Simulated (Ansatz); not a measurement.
CH₅AlF₂Si, SMILES `FC[SiH](F)[AlH2]`. Total charge 0; spin multiplicity 1.

Cartesian coordinates in Å:
```
F -2.713 0.464 -0.029
C -1.480 0.080 -0.540
Si -0.073 0.413 0.680
F 0.074 2.007 0.868
Al 2.062 -0.587 -0.082
H -1.325 0.612 -1.486
H -1.520 -0.993 -0.768
H -0.506 -0.137 1.997
H 3.426 0.220 -0.010
H 2.054 -2.079 -0.630
```

(1) Give the diagnostics of a CCSD(T)/def2-TZVPP run (frozen core, the Gaussian-basis code of Ansatz). (Estimate.)

Answers

(1) Ansatz gave: T1 = 0.0120, largest single amplitude 0.011, largest double 0.031, (T) share of the correlation energy 3.0 %, 11 CCSD cycles. The RHF solution is stable towards an unrestricted one. T1 lies under the customary mark of 0.02 for closed shells.
